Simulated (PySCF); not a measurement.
Cl2Mn, sextet, geometry from GFN2-xTB (such geometries of metal compounds can be far from the true shape); LC-WPBE/3-21G in PySCF.

PySCF was given this input:
```python
from pyscf import gto, scf, dft

mol = gto.M(
    atom='''
Mn    0.00000000    0.00000000    0.00000000
Cl    0.00000000    0.00000000    1.97614452
Cl   -0.00000000   -0.00000000   -1.97614452
''',
    basis='3-21g',
    spin=5,
    verbose=5,
)

mf = dft.UKS(mol)
mf.xc = 'lc_wpbe'
mf.kernel()
mf.analyze()
```

**Question.** Write the output that PySCF gives for this input, abridged.

**Answer.** 
```
PySCF version 2.14.0

[INPUT] verbose = 5
[INPUT] max_memory = 4000
[INPUT] num. atoms = 3
[INPUT] num. electrons = 59
[INPUT] charge = 0
[INPUT] spin (= nelec alpha-beta = 2S) = 5
[INPUT] symmetry False subgroup None
[INPUT] Mole.unit = angstrom
[INPUT] Symbol           X                Y                Z      unit          X                Y                Z       unit  Magmom
[...]
[INPUT] ---------------- BASIS SET ----------------
[INPUT] l, kappa, [nprim/nctr], expnt,             c_1 c_2 ...
[INPUT] Mn
[...]
                                460.0901          0.376749
                                100.5958          0.681247
[...]
                                28.56915          0.09819
                                8.660501          0.957659
[...]
                                2.768178          0.343963
                                0.887288          0.845198
[...]
                                0.092025          1.09145
[...]
                                28.56915          0.557802
                                8.660501          0.471501
[...]
                                2.768178          0.46866
                                0.887288          0.607421
[...]
                                0.092025          0.999907
[...]
                                2.730707          0.851795
[...]
[INPUT] Cl
[...]
                                207.857           0.380363
                                45.1554           0.67819
[...]
                                13.9765           0.0511338
                                3.8871            0.991337
[...]
                                0.526955          1.18252
[...]
                                13.9765           0.458682
                                3.8871            0.601962
[...]
                                0.526955          0.822321
[...]
nuclear repulsion = 266.309842693054
number of shells = 25
number of NR pGTOs = 108
number of NR cGTOs = 53
basis = 3-21g
ecp = {}

******** <class 'pyscf.dft.uks.UKS'> ********
method = UKS
initial guess = minao
damping factor = 0
level_shift factor = 0
DIIS = <class 'pyscf.scf.diis.CDIIS'>
diis_start_cycle = 1
diis_space = 8
diis_damp = 0
SCF conv_tol = 1e-09
SCF conv_tol_grad = None
SCF max_cycles = 50
direct_scf = True
direct_scf_tol = 1e-13
number electrons alpha = 32  beta = 27
XC library pyscf.dft.libxc version 7.1.2
    S. Lehtola, C. Steigemann, M. J. T. Oliveira, and M. A. L. Marques,  SoftwareX 7, 1–5 (2018)
[...]
converged SCF energy = -2060.94033585095  <S^2> = 8.7575227  2S+1 = 6.0025071
Total Energy =                       -2060.940335850949850
[...]
spin_pop of  0 Mn 2s        0.00000
spin_pop of  0 Mn 3s        0.00007
spin_pop of  0 Mn 4s        0.29150
spin_pop of  0 Mn 5s        0.01111
spin_pop of  0 Mn 2px      -0.00000
spin_pop of  0 Mn 2py      -0.00000
spin_pop of  0 Mn 2pz      -0.00000
spin_pop of  0 Mn 3px       0.00001
spin_pop of  0 Mn 3py       0.00001
spin_pop of  0 Mn 3pz      -0.00003
spin_pop of  0 Mn 4px       0.00499
spin_pop of  0 Mn 4py       0.00499
spin_pop of  0 Mn 4pz       0.00102
spin_pop of  0 Mn 5px      -0.00011
spin_pop of  0 Mn 5py      -0.00011
spin_pop of  0 Mn 5pz      -0.00013
spin_pop of  0 Mn 3dxy      0.99940
spin_pop of  0 Mn 3dyz      0.93655
spin_pop of  0 Mn 3dz^2     0.71112
spin_pop of  0 Mn 3dxz      0.93655
spin_pop of  0 Mn 3dx2-y2    0.99940
spin_pop of  0 Mn 4dxy      0.00060
spin_pop of  0 Mn 4dyz      0.00066
spin_pop of  0 Mn 4dz^2    -0.00001
spin_pop of  0 Mn 4dxz      0.00066
spin_pop of  0 Mn 4dx2-y2    0.00060
spin_pop of  1 Cl 1s        0.00000
spin_pop of  1 Cl 2s        0.00001
spin_pop of  1 Cl 3s        0.00215
spin_pop of  1 Cl 4s        0.00140
spin_pop of  1 Cl 2px       0.00000
spin_pop of  1 Cl 2py       0.00000
spin_pop of  1 Cl 2pz       0.00001
spin_pop of  1 Cl 3px       0.02881
spin_pop of  1 Cl 3py       0.02881
spin_pop of  1 Cl 3pz      -0.01132
spin_pop of  1 Cl 4px       0.00014
spin_pop of  1 Cl 4py       0.00014
spin_pop of  1 Cl 4pz       0.00043
spin_pop of  2 Cl 1s        0.00000
spin_pop of  2 Cl 2s        0.00001
spin_pop of  2 Cl 3s        0.00215
spin_pop of  2 Cl 4s        0.00140
spin_pop of  2 Cl 2px       0.00000
spin_pop of  2 Cl 2py       0.00000
spin_pop of  2 Cl 2pz       0.00001
spin_pop of  2 Cl 3px       0.02881
spin_pop of  2 Cl 3py       0.02881
spin_pop of  2 Cl 3pz      -0.01132
spin_pop of  2 Cl 4px       0.00014
spin_pop of  2 Cl 4py       0.00014
spin_pop of  2 Cl 4pz       0.00043
 ** Mulliken Spin Density (per atom)  **
spin density of  0 Mn =      4.89886
spin density of  1 Cl =      0.05057
spin density of  2 Cl =      0.05057
 ** Mulliken pop alpha/beta on meta-lowdin orthogonal AOs **
 ** Mulliken pop       alpha | beta **
In total            32.00000 | 27.00000
 ** Mulliken atomic charges   ( Nelec_alpha | Nelec_beta ) **
charge of  0Mn =      1.30363  (    14.29762      9.39875 )
charge of  1Cl =     -0.65181  (     8.85119      8.80062 )
charge of  2Cl =     -0.65181  (     8.85119      8.80062 )
Dipole moment(X, Y, Z, Debye):  0.00000,  0.00000,  0.00000
```
